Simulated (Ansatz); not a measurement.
Consider the ligand exchange at the Si–C bond: `F[SiH](F)C#C[SiH3]` + `CN[SiH2]O` → `CN([SiH2]O)[SiH](F)F` + `C#C[SiH3]`.

Calculated with Ansatz (gas phase, PBE0-D4/def2-TZVP geometries, no zero-point term in ΔE). CCSD(T)/CBS is the MP2 limit (def2-TZVPP, def2-QZVPP) plus CCSD(T) − MP2 in def2-TZVPP, frozen cores. Functionals use def2-TZVPP. B3LYP here is the variant with VWN-RPA as its local correlation; programs differ in this. One conformer a species, not always the lowest.

`F[SiH](F)C#C[SiH3]`:

```xyz
10

F    -2.487   -0.816   -1.997
Si   -2.075    0.443   -1.133
F    -3.219    0.685   -0.067
C    -0.526    0.089   -0.269
C     0.535   -0.108    0.287
Si    2.130   -0.418    1.134
H    -1.985    1.617   -2.011
H     1.973   -1.591    2.026
H     3.165   -0.687    0.108
H     2.488    0.785    1.922
```

`CN[SiH2]O`:

```xyz
11

C     0.297    1.040    1.143
N     0.705   -0.125    0.390
Si    0.016   -0.645   -1.081
O    -1.364   -1.550   -1.013
H    -0.395    0.808    1.962
H    -0.207    1.744    0.476
H     1.160    1.562    1.567
H     1.250   -0.783    0.925
H     0.987   -1.549   -1.736
H    -0.270    0.600   -1.845
H    -2.180   -1.103   -0.788
```

`CN([SiH2]O)[SiH](F)F`:

Z-matrix (Å, degrees):
```
C
N 1 1.472
H 1 1.092 2 110.8
H 1 1.093 2 110.2 3 -118.7
H 1 1.093 2 111.7 3 121.1
Si 2 1.728 1 116.8 3 152.8
Si 2 1.695 1 118.2 3 -31.0
O 6 1.643 2 113.6 1 63.5
H 6 1.484 2 105.9 1 -173.4
H 6 1.479 2 109.1 1 -51.3
F 7 1.589 2 110.0 1 51.8
F 7 1.591 2 111.5 1 -63.3
H 7 1.468 2 111.9 1 174.5
H 8 0.958 6 118.2 2 65.9
```

`C#C[SiH3]`:

Cartesian coordinates in Å:
```
C -0.389 1.533 -1.159
C -0.150 0.591 -0.446
Si 0.212 -0.835 0.631
H -0.601 2.367 -1.789
H 1.304 -1.639 0.030
H 0.630 -0.346 1.968
H -1.006 -1.670 0.765
```

Task: Is it downhill or uphill in electronic energy at CCSD(T)/CBS, and by how much? (Estimate.)

Result: The calculation gave: Downhill: ΔE = -11.1 kcal/mol.

Task: What do these levels give: PBE0-D4, B3LYP-D4, HF/def2-TZVPP, SCS-MP2/def2-TZVPP, CCSD(T)/def2-TZVPP, SCS-MP2/def2-QZVPP? (Best estimate.)

Result: Ansatz gave: PBE0-D4 -9.9, B3LYP-D4 -10.2, HF/def2-TZVPP -9.8, SCS-MP2/def2-TZVPP -10.5, CCSD(T)/def2-TZVPP -11.1, SCS-MP2/def2-QZVPP -10.5 kcal/mol.

Largest T1 diagnostic among the species: 0.013.

From PBE to PBE0 (25 % exact exchange), in def2-TZVPP and without D4, ΔE moves by −1.1 kcal/mol. In def2-TZVPP, CCSD(T) changes the Hartree–Fock value by −1.3 kcal/mol (the triples alone add −0.1 kcal/mol) and MP2 by −1.2 kcal/mol.
